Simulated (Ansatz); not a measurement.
`C=N[Si](N)(N)F`, charge 0, multiplicity 1.

Q: Give a relaxed structure at PBE0-D4/def2-TZVP (Ansatz). (Best estimate.)

A: Ansatz gave: 
```xyz
12

C    -1.873   -0.114   -1.236
N    -0.664   -0.394   -1.031
Si    0.259    0.150    0.335
N     1.625    0.887   -0.327
N     0.728   -1.049    1.436
F    -0.674    1.118    1.215
H    -2.480    0.525   -0.576
H    -2.392   -0.513   -2.116
H     2.353    1.284    0.241
H     1.636    1.225   -1.274
H     0.109   -1.348    2.170
H     1.373   -1.772    1.163
```
This is one stationary point; other conformers may exist.
